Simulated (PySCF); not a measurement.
**How the method moves the HOMO and LUMO of `CC(C)N[SiH2][SiH3]`**

Species: C3H13NSi2.
Geometry (PBE0-D3(BJ)/def2-SVP, Å), atoms numbered from 1 in this order:
```
atom  x, y, z in Å
C1    -1.344    1.186   -1.245
C2    -0.896   -0.042   -0.456
C3    -1.844   -0.349    0.696
N4     0.469    0.079    0.034
Si5    1.877   -0.405   -0.855
Si6    3.714   -0.244    0.593
H7    -2.359    1.058   -1.653
H8    -1.352    2.078   -0.597
H9    -0.659    1.386   -2.084
H10   -0.907   -0.909   -1.142
H11   -1.859    0.487    1.416
H12   -1.519   -1.252    1.233
H13   -2.875   -0.500    0.341
H14    0.578    0.819    0.721
H15    2.178    0.395   -2.096
H16    1.685   -1.817   -1.315
H17    3.721    1.100    1.255
H18    4.998   -0.401   -0.160
H19    3.653   -1.289    1.662
```

Basis pcSseg-1 throughout (PySCF), one geometry. The structure is a single PBE0-D3(BJ)/def2-SVP conformer in the gas phase; no vibrational or solvent corrections.

Q: How do the orbital energies, the gap and the dipole change with the method?

A: 
```tsv
method	kind	HOMO (eV)	LUMO (eV)	gap (eV)	μ (D)	SCF cycles
BLYP	GGA	-5.30	-0.50	4.81	1.36	15
OPBE	GGA	-5.40	-0.48	4.92	1.39	15
B97-D	GGA	-5.43	-0.51	4.92	1.37	14
PBE	GGA	-5.43	-0.68	4.75	1.38	14
KT2	GGA	-5.53	-0.83	4.71	1.30	14
KT3	GGA	-5.54	-0.66	4.87	1.29	14
LDA	LDA	-5.54	-0.90	4.64	1.37	14
BP86	GGA	-5.54	-0.74	4.80	1.40	13
B97-2	global hybrid	-6.52	0.17	6.69	1.35	12
B3LYP	global hybrid	-6.54	-0.01	6.54	1.34	12
PBE0	global hybrid	-6.78	0.15	6.93	1.35	12
mPW1PW91	global hybrid	-6.81	0.18	6.99	1.35	12
BHandHLYP	global hybrid	-8.04	1.09	9.12	1.32	12
CAM-B3LYP	range-separated hybrid	-8.14	1.23	9.37	1.32	12
wB97X-D	range-separated hybrid	-8.65	1.90	10.54	1.36	13
LC-wPBE	range-separated hybrid	-9.50	2.33	11.83	1.35	13
HF	Hartree–Fock	-10.04	3.37	13.41	1.35	10
```

The HOMO spans 4.74 eV, from BLYP down to HF, and the gap runs from 4.64 eV (LDA) to 13.41 eV (HF). Over the methods BLYP (0 %), OPBE (0 %), B97-D (0 %), PBE (0 %), KT2 (0 %), KT3 (0 %), LDA (0 %), BP86 (0 %), B97-2 (21 %), B3LYP (20 %), PBE0 (25 %), mPW1PW91 (25 %), BHandHLYP (50 %), HF (100 %), a straight line through the gap against the share of exact exchange rises by 0.86 eV for each 10 % (correlation coefficient 0.999). The dipole ranges from 1.29 D (KT3) to 1.40 D (BP86). This basis has no diffuse functions.
